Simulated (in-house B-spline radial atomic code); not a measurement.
Values are calculated unless marked as measured or tabulated.
## Stopping of slow ions oscillates with Z: Zr to Ba at r_s = 2.2

A nucleus sits in a uniform electron gas with a rigid positive background. The Kohn-Sham equations are solved self-consistently in the spin-unpolarised LDA (PW92), non-relativistic, on B-splines with outgoing waves at the boundary and partial waves to l = 8. The model has no lattice, no bands and no magnetic solution. Atomic units; δ_l are the phase shifts at the Fermi level, counted so that each bound state adds π, and good to about 0.0005.

The density parameter is r_s = 2.2 bohr, near that of the valence electrons of Ga (3 per atom, density 5.91 g/cm³, mass 69.72 u, which gives r_s = 2.19). The friction coefficient Q = n k_F σ_tr gives dE/dx = Q v for slow ions.

```json
{"ion": "Zr", "δ0/π": "3.716", "δ1/π": "2.887", "δ2/π": "1.506", "δ3/π": "0.010", "σ_tr (bohr²)": "82.54", "Q (a.u.)": "1.6143"}
{"ion": "Nb", "δ0/π": "3.745", "δ1/π": "2.911", "δ2/π": "1.588", "δ3/π": "0.009", "σ_tr (bohr²)": "74.40", "Q (a.u.)": "1.4551"}
{"ion": "Mo", "δ0/π": "3.773", "δ1/π": "2.932", "δ2/π": "1.670", "δ3/π": "0.009", "σ_tr (bohr²)": "59.59", "Q (a.u.)": "1.1654"}
{"ion": "Tc", "δ0/π": "3.802", "δ1/π": "2.956", "δ2/π": "1.748", "δ3/π": "0.010", "σ_tr (bohr²)": "42.34", "Q (a.u.)": "0.8281"}
{"ion": "Ru", "δ0/π": "3.836", "δ1/π": "2.984", "δ2/π": "1.821", "δ3/π": "0.012", "σ_tr (bohr²)": "27.12", "Q (a.u.)": "0.5305"}
{"ion": "Rh", "δ0/π": "3.879", "δ1/π": "3.021", "δ2/π": "1.885", "δ3/π": "0.015", "σ_tr (bohr²)": "16.62", "Q (a.u.)": "0.3251"}
{"ion": "Pd", "δ0/π": "3.933", "δ1/π": "3.069", "δ2/π": "1.939", "δ3/π": "0.018", "σ_tr (bohr²)": "11.15", "Q (a.u.)": "0.2182"}
{"ion": "Ag", "δ0/π": "3.995", "δ1/π": "3.128", "δ2/π": "1.985", "δ3/π": "0.022", "σ_tr (bohr²)": "9.86", "Q (a.u.)": "0.1929"}
{"ion": "Cd", "δ0/π": "4.061", "δ1/π": "3.197", "δ2/π": "2.024", "δ3/π": "0.026", "σ_tr (bohr²)": "11.89", "Q (a.u.)": "0.2326"}
{"ion": "In", "δ0/π": "4.128", "δ1/π": "3.272", "δ2/π": "2.061", "δ3/π": "0.029", "σ_tr (bohr²)": "16.51", "Q (a.u.)": "0.3228"}
{"ion": "Sn", "δ0/π": "4.193", "δ1/π": "3.349", "δ2/π": "2.097", "δ3/π": "0.032", "σ_tr (bohr²)": "22.89", "Q (a.u.)": "0.4476"}
{"ion": "Sb", "δ0/π": "4.254", "δ1/π": "3.425", "δ2/π": "2.135", "δ3/π": "0.035", "σ_tr (bohr²)": "30.22", "Q (a.u.)": "0.5910"}
{"ion": "Te", "δ0/π": "4.313", "δ1/π": "3.496", "δ2/π": "2.177", "δ3/π": "0.037", "σ_tr (bohr²)": "38.03", "Q (a.u.)": "0.7438"}
{"ion": "I", "δ0/π": "4.369", "δ1/π": "3.562", "δ2/π": "2.224", "δ3/π": "0.039", "σ_tr (bohr²)": "46.27", "Q (a.u.)": "0.9049"}
{"ion": "Xe", "δ0/π": "4.420", "δ1/π": "3.620", "δ2/π": "2.278", "δ3/π": "0.041", "σ_tr (bohr²)": "54.87", "Q (a.u.)": "1.0732"}
{"ion": "Cs", "δ0/π": "4.466", "δ1/π": "3.670", "δ2/π": "2.336", "δ3/π": "0.043", "σ_tr (bohr²)": "63.03", "Q (a.u.)": "1.2328"}
{"ion": "Ba", "δ0/π": "4.504", "δ1/π": "3.709", "δ2/π": "2.391", "δ3/π": "0.055", "σ_tr (bohr²)": "68.55", "Q (a.u.)": "1.3407"}
```

Problem. Where are the largest and smallest frictions, and what do the phase shifts say there?

Solution. Largest: Zr, Q = 1.6143; smallest: Ag, Q = 0.1929, a ratio of 8.4. For the largest δ2/π = 1.51; it lies at the edge of the table, which can't show whether it is a peak. For the smallest the differences δ_l − δ_(l+1), measured from the nearest multiple of π, are 0.13π, 0.14π, 0.04π; σ_tr grows with the sines of these.

Problem. At equal speed, Lindhard and Scharff's formula, with silicon as an example target, scales as Z^(7/6)/(Z^(2/3) + 14^(2/3))^(3/2). How does its rise from the first ion to the last compare?

Solution. It rises smoothly by 1.1848/1.0100 = 1.17, while Q changes by 1.341/1.614 = 0.83. The statistical formula averages over shells, so it can't show the oscillation.
